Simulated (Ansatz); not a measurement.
Basis sets compared for the cluster Be4F6⁺. The state is a doublet with charge 1. Geometry r2SCAN-D4/def2-SVP. Ansatz on 4 threads of Intel Xeon 6975P-C on a shared host; times are rough, and most runs start from earlier orbitals.

```xyz
10

Be    0.308   -1.922    0.453
Be   -2.794    2.768    1.325
Be   -0.726    0.717    0.350
Be    1.498    0.138   -1.312
F     0.231   -3.203    0.987
F    -1.768    1.745    0.843
F    -0.702   -0.693    0.849
F     1.218   -1.202   -0.578
F     2.416    0.581   -2.257
F     0.319    1.071   -0.660
```

Another isomer (doublet) lies 0.07 eV lower at PBE0-D4/def2-TZVP; other spin states weren't run for this one.

```tsv
level	functions	energy (Eh)	HOMO (eV)	LUMO (eV)	wall time
PBE-D4/def2-SVP	120	-657.0797	-10.86	-8.45	1.2 s
PBE0-D4/def2-SVP	120	-657.0997	-11.91	-7.58	1.6 s
```

Question: Estimate the rows for PBE-D4/def2-TZVP (with forces), PBE0-D4/def2-TZVP.

Answer: 
```csv
level,functions,energy (Eh),HOMO (eV),LUMO (eV),wall time
PBE-D4/def2-TZVP (with forces),262,-657.8853,-10.93,-8.27,2.9 s
PBE0-D4/def2-TZVP,262,-657.9061,-11.98,-7.40,5.5 s
```
